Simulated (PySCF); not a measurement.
PySCF input for C3H10Si3, SMILES C=CC1[SiH2][SiH2][SiH2]1, SMD-ωB97X/def2-SVP. Geometry: B3LYP-D3(BJ)/def2-SVP. The structure was generated by enumeration, and PubChem lists no compound with its InChIKey, so it may never have been made. The values are those of a single conformer.

```python
import numpy as np
from pyscf import gto, scf, dft
from pyscf.solvent import smd

mol = gto.M(
    atom='''
    C     3.33765866    0.34342506   -0.00000000
    C     2.17844113   -0.32669693   -0.00000000
    C     0.81431829    0.27637191   -0.00000000
    Si   -0.38423490   -0.17317049   -1.44325775
    Si   -2.21595310    0.21360192    0.00000000
    Si   -0.38423489   -0.17317049    1.44325775
    H     3.36678938    1.43812185   -0.00000000
    H     4.29703459   -0.18025410   -0.00000000
    H     2.20911445   -1.42449641    0.00000000
    H     0.87857260    1.38161608    0.00000001
    H    -0.26623535   -1.62984625   -1.75374616
    H    -0.17609972    0.60922227   -2.69734667
    H    -3.38741616   -0.70700763    0.00000000
    H    -2.68001276    1.63301473    0.00000001
    H    -0.17609972    0.60922226    2.69734667
    H    -0.26623535   -1.62984626    1.75374616
    ''',
    basis='def2-SVP',
    charge=0,
    spin=0,
    max_memory=1600,
    verbose=3,
)
mf = dft.RKS(mol, xc='wb97x').density_fit(auxbasis='def2-universal-jkfit')
mf.grids.level = 3
mf.conv_tol = 1e-9
mf.max_cycle = 100
mf.kernel()
res = {}
for name in ['water', 'N,N-dimethylformamide', 'toluene']:
    s = mf.SMD()
    s.with_solvent.solvent, s.with_solvent.sasa_ng = name, 194
    s.kernel(mf.make_rdm1())
    res[name] = (s.e_tot, s.with_solvent.get_cds(), s.dip_moment(), s.mo_energy, s.converged)
    print(f'SMD {name}: dG(solv) = {(s.e_tot - mf.e_tot) * 627.509474:.3f} kcal/mol, of which CDS {res[name][1] * 627.509474:.3f}')
```

Log of the run:

```
converged SCF energy = -988.369872268492
converged SCF energy = -988.364690969538
Dipole moment(X, Y, Z, Debye): -0.39200,  0.41611, -0.00000
SMD water: dG(solv) = 3.251 kcal/mol, of which CDS 5.302
converged SCF energy = -988.371584553679
Dipole moment(X, Y, Z, Debye): -0.38671,  0.41048, -0.00000
SMD N,N-dimethylformamide: dG(solv) = -1.074 kcal/mol, of which CDS 0.924
converged SCF energy = -988.373031345125
Dipole moment(X, Y, Z, Debye): -0.28827,  0.31649, -0.00000
SMD toluene: dG(solv) = -1.982 kcal/mol, of which CDS -1.075
```

Self-consistency was reached.
